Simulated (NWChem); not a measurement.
# AlGeH₅; SMILES [AlH2][GeH3]

Computed with NWChem. Geometry: optimised at PBE0/def2-SVP. Ions are spin-unrestricted doublets at the neutral geometry; other ion states weren't tried.

**Question.** Predict the results for PBE/def2-SVP. Quantities: vertical ionisation energy, ΔSCF (eV); −ε(HOMO) (eV).

**Answer.** 
| Quantity | Result |
|---|---|
| vertical ionisation energy, ΔSCF (eV) | 9.51 |
| −ε(HOMO) (eV) | 6.53 |
